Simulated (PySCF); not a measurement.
PySCF input for GaH2O2, SMILES [OH][Ga][OH], multiplicity 2, IEF-PCM-PBE0/def2-SVP. Coordinates come from a B3LYP-D3(BJ)/def2-TZVP optimisation. Other conformers were not sampled.

```python
import numpy as np
from pyscf import gto, scf, dft
from pyscf.solvent import pcm

mol = gto.M(
    atom='''
    Ga    0.00000000   -0.00000000    0.34730882
    O     0.00000000    1.50957585   -0.65527067
    H     0.00000000    2.32407618   -0.14112131
    O     0.00000000   -1.50957584   -0.65527067
    H     0.00000000   -2.32407618   -0.14112131
    ''',
    basis='def2-SVP',
    charge=0,
    spin=1,
    max_memory=1600,
    verbose=3,
)
mf = dft.UKS(mol, xc='pbe0').density_fit(auxbasis='def2-universal-jkfit')
mf.grids.level = 3
mf.conv_tol = 1e-9
mf.max_cycle = 100
mf.kernel()
fine, coarse = mf.grids, dft.Grids(mol).set(level=1).build(with_non0tab=True)
for _ in range(3):  # follow internal instabilities
    mf.grids = coarse
    mo, _, stable, _ = mf.stability(return_status=True, nroots=4)
    mf.grids = fine
    if stable:
        break
    mf.kernel(mf.make_rdm1(mo, mf.mo_occ))
res = {}
for name, eps in {'water': 78.355, 'ethanol': 24.852, 'dichloromethane': 8.93}.items():
    s = mf.PCM()
    s.with_solvent.method, s.with_solvent.eps, s.with_solvent.lebedev_order = 'IEF-PCM', eps, 29
    s.kernel(mf.make_rdm1())
    res[name] = (s.e_tot, eps, s.dip_moment(), s.mo_energy, s.converged)
    print(f'{name}: electrostatic solvation free energy {(s.e_tot - mf.e_tot) * 627.509474:.3f} kcal/mol')
```

Program output:

```

WARN: HOMO -0.207227255355011 >= LUMO -0.207227255354995

converged SCF energy = -2075.74507010843  <S^2> = 0.75380606  2S+1 = 2.0038024
<class 'pyscf.df.df_jk.DFUKS'> wavefunction is stable in the internal stability analysis

WARN: PCM is an experimental feature. It is still in testing.
Features and APIs may be changed in the future.

converged SCF energy = -2075.75903958027  <S^2> = 0.75327177  2S+1 = 2.0032691
Dipole moment(X, Y, Z, Debye):  0.00000, -0.00001,  3.77758
water: electrostatic solvation free energy -8.766 kcal/mol

WARN: PCM is an experimental feature. It is still in testing.
Features and APIs may be changed in the future.

converged SCF energy = -2075.75836191958  <S^2> = 0.75329516  2S+1 = 2.0032925
Dipole moment(X, Y, Z, Debye):  0.00000, -0.00001,  3.73295
ethanol: electrostatic solvation free energy -8.341 kcal/mol

WARN: PCM is an experimental feature. It is still in testing.
Features and APIs may be changed in the future.

converged SCF energy = -2075.75672470681  <S^2> = 0.75335289  2S+1 = 2.0033501
Dipole moment(X, Y, Z, Debye):  0.00000, -0.00001,  3.62629
dichloromethane: electrostatic solvation free energy -7.313 kcal/mol
```

Self-consistency was reached.
